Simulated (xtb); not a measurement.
xtb input:

```bash
xtb mol.xyz --gfn 2 --ohess tight --chrg 1 --uhf 0
```
mol.xyz:
```
7

Ti    -0.03366938     0.00693864     0.01941159
O      1.49597415    -0.27386322    -0.63337955
H      2.36759527    -0.39150488    -1.05157126
O     -0.45379522    -0.69583167     1.46182318
H     -0.75574538    -1.08767707     2.31117279
O     -1.08784583     0.96801001    -0.78618676
H     -1.65683100     1.52539008    -1.24146260
```

Question: Which total energy does the run end on?

Answer: -14.96931 Eh (GFN2-xTB).

The spin state was set by rule; other spins were not relaxed.
